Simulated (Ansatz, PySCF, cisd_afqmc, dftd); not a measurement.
System: BNH, charge 0, doublet. BNH (SMILES [B]=N, doublet).
B3LYP-D3(BJ)/def2-TZVP minimum from Ansatz (an electronic-structure program):
```
N
B 1 1.2337
H 1 0.9930 2 180.00
```
Charge 0, spin multiplicity 2.

Property: enthalpy of formation at 298 K (by atomisation, with ideal-gas terms from PySCF's Hessian at B3LYP-D3(BJ)/def2-TZVP and the atoms' measured values of the G2/97 table; no spin-orbit terms), in kJ/mol. Radicals and triplets start from unrestricted determinants; spin-orbit coupling is neglected. Correlated methods leave the cores frozen. Rows without X2C or -DK are non-relativistic. AFQMC/CISD: phaseless, guided by CISD from CCSD amplitudes; bars are statistical, one sigma. Outlying blocks are dropped, and bars are widened where a walk drifts. Over all cases where full CI ran beside it in this data, AFQMC minus full CI had a median of +0.1 mEh and passed +0.4 mEh in a tenth of the cases. CBS(X,Y): correlation extrapolated as X^-3, Hartree-Fock from the larger set (Q,5: extrapolated as (X+1)exp(-9√X)). A bracket is a step between two methods taken in the basis named. Functionals run without relativity, which enters their misses. Double hybrids freeze cores in their MP2 part. 'core' is core correlation in cc-pwCVTZ, 'X2C' scalar relativity in cc-pVTZ-DK, both at CCSD(T). For partners of very few electrons the exact lower level stands in for a higher one. The UHF reference of HBN ([B]=N, doublet) is spin-contaminated (<S^2> up to 0.10 over the pure value in the sets run).

```json
[
 {"level": "HF/cc-pVTZ", "program": "Ansatz", "enthalpy of formation at 298 K (kJ/mol)": "648.6", "difference against the last row": "344.0"},
 {"level": "r2SCAN-D3(BJ)/def2-TZVPD", "program": "Ansatz + dftd3", "enthalpy of formation at 298 K (kJ/mol)": "286.2", "difference against the last row": "-18.4"},
 {"level": "r2SCAN-D4/def2-TZVPD", "program": "Ansatz + dftd4", "enthalpy of formation at 298 K (kJ/mol)": "286.3", "difference against the last row": "-18.3"},
 {"level": "r2SCAN/def2-TZVPD", "program": "Ansatz", "enthalpy of formation at 298 K (kJ/mol)": "286.8", "difference against the last row": "-17.8"},
 {"level": "B3LYP-D3(BJ)/def2-TZVPD", "program": "Ansatz + dftd3", "enthalpy of formation at 298 K (kJ/mol)": "285.5", "difference against the last row": "-19.1"},
 {"level": "B3LYP-D4/def2-TZVPD", "program": "Ansatz + dftd4", "enthalpy of formation at 298 K (kJ/mol)": "286.5", "difference against the last row": "-18.1"},
 {"level": "B2PLYP-D3(BJ)/def2-TZVPD", "program": "Ansatz + dftd3", "enthalpy of formation at 298 K (kJ/mol)": "299.1", "difference against the last row": "-5.5"},
 {"level": "MP2/cc-pVTZ", "program": "Ansatz", "enthalpy of formation at 298 K (kJ/mol)": "313.1", "difference against the last row": "8.5"},
 {"level": "CCSD/cc-pVTZ", "program": "Ansatz", "enthalpy of formation at 298 K (kJ/mol)": "380.5", "difference against the last row": "75.9"},
 {"level": "CCSD/cc-pV5Z", "program": "Ansatz", "enthalpy of formation at 298 K (kJ/mol)": "348.6", "difference against the last row": "44.0"},
 {"level": "CCSD(T)/CBS(cc-pVQZ,cc-pV5Z) + core + X2C", "program": "Ansatz", "enthalpy of formation at 298 K (kJ/mol)": "306.1", "difference against the last row": "1.5"},
 {"level": "AFQMC/CISD/cc-pVTZ", "program": "cisd_afqmc", "enthalpy of formation at 298 K (kJ/mol)": "353.6 ± 1.1", "difference against the last row": "49.0"},
 {"level": "CCSD(T)/CBS(cc-pVQZ,cc-pV5Z) + [CCSDT(Q) - CCSD(T)]/cc-pVDZ + core + X2C", "program": "Ansatz", "enthalpy of formation at 298 K (kJ/mol)": "302.6", "difference against the last row": "-2.0"},
 {"level": "CCSD(T)/CBS(cc-pVQZ,cc-pV5Z) + [CCSDT(Q) - CCSD(T)]/cc-pVQZ + [CCSDTQ - CCSDT(Q)]/cc-pVDZ + core + X2C", "program": "Ansatz", "enthalpy of formation at 298 K (kJ/mol)": "304.6", "difference against the last row": "0.0"}
]
```
